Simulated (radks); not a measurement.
Xe52+, configuration [He].

Calculated with a radial shooting solver on a logarithmic mesh with Libxc functionals: scalar-relativistic Kohn-Sham, r2SCAN, spin-polarised, spherical densities, finite nucleus; meta-GGA in the generalised Kohn-Sham scheme; Fermi nuclear charge, rms radius 4.7859 fm.

Energy parts (hartree):
| part | energy |
|---|---|
| total | -3003.28366 |
| kinetic | 3264.85968 |
| electron-nucleus | -6303.62132 |
| Hartree | 71.25826 |
| exchange-correlation | -35.78028 |

Orbitals (lengths in bohr, moments of r in powers of bohr):
| orbital | occ. | eigenvalue (hartree) | <r^4> | <1/r> |
|---|---|---|---|---|
| 1s | 2 | -1472.060 | 2.346e-06 | 58.37 |

The highest occupied level is 1s at -40057 eV. The electron density at the nucleus is 2.467e+05 e/bohr^3 (large components only).
